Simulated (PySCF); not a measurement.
## Excitation energy of Ge by level of theory

Ge [Ar] 3d10 4s2 4p2 (3P) → Ge [Ar] 3d10 4s2 4p1 5s1 (3P), as a difference of total energies. Computed with PySCF 2.14 in dyall-av2z (16s12p8d, 92 functions), with no relativity, point nucleus. Correlated levels: valence: [Ar] 3d10 frozen; virtual orbitals above 40 to 60 times the deepest correlated orbital energy dropped. The calculations carry no spin-orbit coupling.

```json
{"method": "UHF", "excitation energy (cm⁻¹)": "37973"}
{"method": "LDA", "excitation energy (cm⁻¹)": "38260"}
{"method": "PBE", "excitation energy (cm⁻¹)": "37685"}
{"method": "PBE0", "excitation energy (cm⁻¹)": "38535"}
{"method": "r2SCAN", "excitation energy (cm⁻¹)": "40249"}
{"method": "BP86", "excitation energy (cm⁻¹)": "37963"}
{"method": "B2PLYP", "excitation energy (cm⁻¹)": "38342"}
{"method": "PBEsol", "excitation energy (cm⁻¹)": "37995"}
{"method": "LC-wPBE", "excitation energy (cm⁻¹)": "40348"}
{"method": "MP2 (valence)", "excitation energy (cm⁻¹)": "38447"}
{"method": "SCS-MP2 (valence)", "excitation energy (cm⁻¹)": "38253"}
```

These non-relativistic numbers lack the scalar-relativistic shift.

Errors of the correlated levels include the incompleteness of this basis and the frozen core.

The promoted electron is Rydberg-like, and one or two diffuse shells describe it only roughly, which tends to raise the upper state.

For comparison: 37492 cm⁻¹ (measured; NIST levels, between the centres of gravity of the two terms).
